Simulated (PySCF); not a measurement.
Compound: H9NSi3Te.
Bonds: Si1–N2, N2–Si3, N2–Si4, Si4–Te5. Hydrogens: H6, H7, H8 on Si1; H9, H10, H11 on Si3; H12, H13 on Si4; H14 on Te5.

Computed, not measured: PBE0-D3(BJ)/def2-SVP geometry optimisation, gas phase, def2 core potentials past Kr (PySCF).

**Question.** How far are the bound atoms from Te5?

**Answer.** 2 atoms: H14 1.664 Å, Si4 2.518 Å. The nearest atom not counted as bound is H12, at 3.25 Å.

**Question.** What is the shape at Te5?

**Answer.** Bent: angle 90.8°.

**Question.** What are the other bond lengths?

**Answer.** Si1–N2, N2–Si3 1.762 Å; N2–Si4 1.744 Å; Si1–H6 and 5 like bonds 1.494 Å; Si4–H12, Si4–H13 1.492 Å.

**Question.** Give some angles away from the centre.

**Answer.** Si1–N2–Si3 118.2°, Si1–N2–Si4 123.2°, Si3–N2–Si4 118.6°, N2–Si4–Te5 110.1°.

**Question.** What are the rotational constants (commonest isotopes, rigid rotor)?

**Answer.** A = 2459, B = 558.6, C = 502.7 MHz: a near-prolate asymmetric top.

Point group: C1 (no symmetry element, even within 0.4 Å). Charge 0, singlet. Not checked by PBE0-D3(BJ)/def2-SVP frequencies.

The values belong to the conformer `[SiH3:1][N:2]([SiH3:3])[SiH2:4][TeH:5]`: Si1–N2–Si4–Te5 -123°.
